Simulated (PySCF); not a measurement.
Work out the structure from these simulated measurements.

Formula: C5H14BPSi.

* 1H NMR: chemical shifts (computed TMS as zero) by class: 8.02 (2 H), 4.23 (2 H), 3.47 (1 H), 1.87 (2 H), 1.73 (2 H), 1.69 (2 H), 1.69 (2 H), 1.51 (1 H) ppm [GIAO B97-2/pcSseg-1]
* UV, strongest line: among the 10 lowest singlet transitions: S6 at 6.84 eV (181 nm, f = 0.096) [TDDFT CAM-B3LYP/def2-SVPD]
* 13C NMR: chemical shifts (computed TMS as zero) by class: 31.3 (2 C), 26.9 (1 C), 25.2 (2 C) ppm [GIAO B97-2/pcSseg-1]
* NMR, other nuclei: isotropic shieldings of nuclei other than C and H, by class: 21 (1 B), 406 (1 Si), 466 (1 P) ppm [GIAO B97-2/pcSseg-1]
* Triplet: lowest triplet excitation (Tamm–Dancoff): 3.50 eV [TDA CAM-B3LYP/def2-SVPD]
* UV, first state: lowest singlet excitation: 4.80 eV (258 nm, f = 0.089) [TDDFT CAM-B3LYP/def2-SVPD]
* Rotational structure: rotational constants A, B, C: 2.535, 0.851, 0.740 GHz [PBE0-D3(BJ)/def2-SVP]

Electronic properties: PySCF, gas phase, density fitting. Levels stand in brackets. The structure is a single PBE0-D3(BJ)/def2-SVP conformer in the gas phase; no vibrational or solvent corrections. NMR classes are plain means over equivalent atoms (diastereotopic ones count apart unless rotation or inversion swaps them), as if these changed places fast.

**Question.** What is the compound? Reason from the data.

**Answer.** Numbering: `[BH2:1][PH:2][SiH2:3][CH:4]1[CH2:5][CH2:6][CH2:7][CH2:8]1`. 5 carbons fall into 3 classes; from least to most shielded: ring CH2 carbon [C5/C8] (31.3 ppm, 2 C), ring sp3 carbon bound to silicon [C4] (26.9 ppm), ring CH2 carbon [C6/C7] (25.2 ppm, 2 C). Hydrogen classes from least to most shielded: 2 H on a three-coordinate boron, B1 (8.02 ppm), 2 H on an SiH2 silicon, Si3 (4.23 ppm), 1 H on a three-coordinate phosphorus, P2 (3.47 ppm), 2 H on 2 ring CH2 carbons, C5/C8 (1.87 ppm), 2 H on 2 ring CH2 carbons, C5/C8 (1.73 ppm), 2 H on 2 ring CH2 carbons, C6/C7 (1.69 ppm), 2 H on 2 ring CH2 carbons, C6/C7 (1.69 ppm), 1 H on an sp3 carbon bound to silicon, C4 (1.51 ppm). The other shieldings belong to: 21 ppm, three-coordinate boron [B1]; 406 ppm, SiH2 silicon [Si3]; 466 ppm, three-coordinate phosphorus [P2]. S1 is mainly HOMO→LUMO (weight 0.90); the largest Löwdin shares of the orbital it empties are 0.58 on the three-coordinate phosphorus, 0.17 on the three-coordinate boron, 0.10 on the SiH2 silicon and 0.06 on the P–H hydrogen, of the orbital it fills 0.47 on the three-coordinate boron, 0.22 on the three-coordinate phosphorus, 0.09 on a B–H hydrogen and 0.08 on a B–H hydrogen. The optimised geometry has point group C1 and is an asymmetric top. Structure: `BP[SiH2]C1CCCC1`. The assignments are read from this structure; whether some other isomer fits the data as well wasn't checked.
